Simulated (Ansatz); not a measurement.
One change: `C#[C][Zr]([OH])([OH])[Cl]` becomes `C#[C][Zr]([OH])([OH])[OH]`.

Ansatz, PBE0-D4/def2-TZVP geometries, multiplicity 1. Each molecule was computed in one conformer, which needn't be the lowest.

Elements past krypton have def2 core potentials.

```
                                          property  `C#[C][Zr]([OH])([OH])[Cl]`
           HOMO–LUMO gap (ωB97M-V/def2-TZVPP) / eV                        10.69
             LUMO energy (ωB97M-V/def2-TZVPP) / eV                         0.45
              HOMO–LUMO gap (PBE0/def2-TZVPP) / eV                         6.44
size of the dipole moment (ωB97M-V/def2-TZVPP) / D                         3.37
             HOMO–LUMO gap (B3LYP/def2-TZVPP) / eV                         5.97
               HOMO–LUMO gap (PBE/def2-TZVPP) / eV                         4.42
```

**Question.** Give the same properties after the change, and the shifts. (Estimate.)

**Answer.** Computed: 
| property | `C#[C][Zr]([OH])([OH])[OH]` | shift |
| --- | --- | --- |
| HOMO–LUMO gap (ωB97M-V/def2-TZVPP) / eV | 10.49 | -0.20 |
| LUMO energy (ωB97M-V/def2-TZVPP) / eV | 0.66 | 0.21 |
| HOMO–LUMO gap (PBE0/def2-TZVPP) / eV | 6.96 | 0.52 |
| size of the dipole moment (ωB97M-V/def2-TZVPP) / D | 2.71 | -0.66 |
| HOMO–LUMO gap (B3LYP/def2-TZVPP) / eV | 6.47 | 0.50 |
| HOMO–LUMO gap (PBE/def2-TZVPP) / eV | 4.89 | 0.47 |

With PBE0 the HOMO rises by 0.42 eV and the LUMO rises by 0.94 eV, so the gap widens by about 0.52 eV. PBE moves the HOMO by 0.42 eV and ωB97M-V by 0.40 eV. Dipoles are sizes alone; their direction can turn.

B3LYP here is the variant with VWN-RPA as its local correlation; programs differ in this.
